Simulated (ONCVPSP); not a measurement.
# Pseudopotential generation for zirconium (Zr): ONCV, LDA (Perdew-Wang 92), scalar-relativistic.

```json
{
  "Element": "zirconium",
  "Generator": "ONCVPSP 4.0.1",
  "Type": "optimised norm-conserving Vanderbilt (ONCV)",
  "Functional": "LDA (Perdew-Wang 92)",
  "Relativity": "scalar-relativistic",
  "Frozen core": "[Ar] 3d10",
  "Valence charge": "12",
  "Reference configuration": "4s2 4p6 4d2 5s1.5 5p0.5",
  "Partial waves": "4s+5s: rc 2.30 bohr, ncon 5, nbas 9, qcut 6 1/bohr, 2 projectors; 4p+5p: rc 2.10 bohr, ncon 3, nbas 7, qcut 7.9 1/bohr, 2 projectors; 4d: rc 2.20 bohr, ncon 3, nbas 8, qcut 6.2 1/bohr, 2 projectors, debl 3.3 Ha",
  "Local potential": "polynomial inside 1.55 bohr (lpopt 3, dvloc0 6 Ha)",
  "Core correction": "polynomial model core, fcfact 0.4"
}
```

What the tests gave:

```
Cutoffs needed             : 13 Ha and 19 Ha (the cutoffs (Ha) at which the residual kinetic energy of the hardest occupied pseudo-wave falls to 1 and 0.1 mHa per electron)
Ghost test                 : no bound ghost flagged; no localised positive-energy state flagged
Largest excitation error   : -6.6 meV (all-electron minus pseudo) for 4s2 4p6 4d2 5s0 5p0, out of 4 test configurations
rms error of d²Exc/dni dnj : 3.00 mHa without and 0.83 mHa with the model core
```

Generation and tests took about 5.2 s on one core of a shared server CPU.
